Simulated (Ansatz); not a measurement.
This geometry of H$_{2}$Se$_{2}$ (4 atoms, charge 0, multiplicity 1) is a first-order saddle point.

These are results of RKS PBE-D4/def2-SVP (Ansatz), not measurements.

```xyz
4
Properties=species:S:1:pos:R:3
Se 1.000 -1.512 0.260
Se 0.210 0.766 0.270
H -0.820 -0.309 0.578
H -0.335 0.996 -1.127
```

Problem. Which two structures does it join? (They come from a converged band through this point; their orientation in space is the band's.)

Solution. Bonds broken: Se1–H3. Bonds formed: Se2–H3.

Image 0:

```xyz
4
Properties=species:S:1:pos:R:3
Se 0.515 -1.144 0.352
Se 0.488 1.180 -0.013
H -0.820 -1.238 1.013
H -0.128 1.142 -1.372
```

Image 8:

```xyz
4
Properties=species:S:1:pos:R:3
Se 1.540 -1.297 0.077
Se 0.153 0.469 0.327
H -1.245 -0.071 0.629
H -0.393 0.838 -1.054
```

Problem. How far does it lie above each of them?

Solution. 171.2 kJ/mol above the first and 59.2 kJ/mol above the second. This is the barrier of this one path; another mechanism may lie lower. The orbitals stay closed-shell, which can raise the energy where a bond breaks towards radicals; this wasn't checked here.

The run took 77 s on 1 CPU thread of a shared host.
